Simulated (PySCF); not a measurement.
Ionisation energy of Nb by level of theory

Nb [Kr] 4d4 5s1 (6D) → Nb⁺ [Kr] 4d4 (5D), as a difference of total energies. Calculation: PySCF 2.14, in aug-cc-pVTZ-PP with one added diffuse shell each of s, p, d, f, g type with ECP28MDF (7s7p6d4f3g, 113 functions); a scalar-relativistic core potential. Correlated levels: valence: 4s2 4p6 frozen. The calculations carry no spin-orbit coupling.

```tsv
method	ionisation energy (eV)	error (eV)
UHF	5.985	-0.791
LDA	7.467	+0.691
PBE	7.197	+0.421
PBE0	6.927	+0.151
r2SCANh	7.156	+0.380
wB97X-V	6.450	-0.326
MP2 (valence)	6.457	-0.319
SCS-MP2 (valence)	6.142	-0.634
```

Reference: 6.776 eV (measured; NIST levels, between the centres of gravity of the two terms).

Errors of the correlated levels include the incompleteness of this basis and the frozen core.
